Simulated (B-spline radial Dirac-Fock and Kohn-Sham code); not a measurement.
## Kohn-Sham estimates against Dirac-Fock for the levels of Au⁺

System: Au⁺, configuration 1s2 2s2 2p6 3s2 3p6 3d10 4s2 4p6 4d10 4f14 5s2 5p6 5d9 6s1 (not the ground configuration).

The density-functional columns are spherical, spin-unpolarised Dirac-Kohn-Sham results without Breit or QED terms: −ε is minus the orbital energy of the initial state and ΔSCF the difference of two total energies. The reference in the last column comes from multi-electron Dirac-Fock with separately optimised hole states, Breit and Lamb-shift corrections added in first order. All numbers are from a B-spline atomic structure program, in eV; a selection of levels is shown. For the 1s level of heavy atoms much of the gap between ΔSCF and the reference is the Breit and QED part, -435.1 eV here; for other levels the error of the functional can be larger.

```
level   PBE −ε  PBE ΔSCF  Dirac-Fock
    K  80621.4   81230.9     80739.9
   L1  14224.0   14335.5     14381.7
   L2  13644.7   13789.5     13754.3
   L3  11809.2   11930.4     11939.6
   M1   3365.9    3398.1      3454.1
   M2   3104.5    3139.3      3175.0
   M3   2699.4    2730.5      2770.0
   M4   2263.8    2301.5      2312.7
   N1    739.7     754.3       788.4
   N2    628.0     642.5       669.1
   N3    530.9     544.6       571.5
   N4    347.8     361.2       376.4
   N6    94.85     107.5       105.8
   N7    91.04     103.6       102.1
   O2    83.47     91.12       94.56
   O3    66.90     74.15       78.12
 O4,5    17.69     23.74       22.06
   P1    14.34     18.49       16.63
```

Values without a named source are computed, but for edge energies of neutral atoms, which are taken from tables.
